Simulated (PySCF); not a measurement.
Computed IR spectrum (relative IR intensity) of a molecule C₂H₆BBrO. Geometry optimised at PBE-D3(BJ)/def2-SVP. One conformer was computed; it need not be the lowest. Calculation: PySCF 2.14.0 with PBE-D3(BJ)/def2-SVP. Frequencies are harmonic and unscaled.

Lines under 2 % of the strongest are left out, and lines within 2 cm⁻¹ are merged.

```csv
ν (cm⁻¹),relative intensity
307,4.9
719,27
811,6.1
856,3.0
1015,39
1068,6.4
1083,5.6
1138,19
1252,36
1315,100
1346,86
1390,91
1406,3.4
1444,19
2560,51
2966,18
2980,4.9
3027,6.8
3076,8.3
3080,5.9
```

Q: Which structure fits?
A. COB(C)Br
B. CCB(O)Br
C. CCOBBr

A: C, CCOBBr
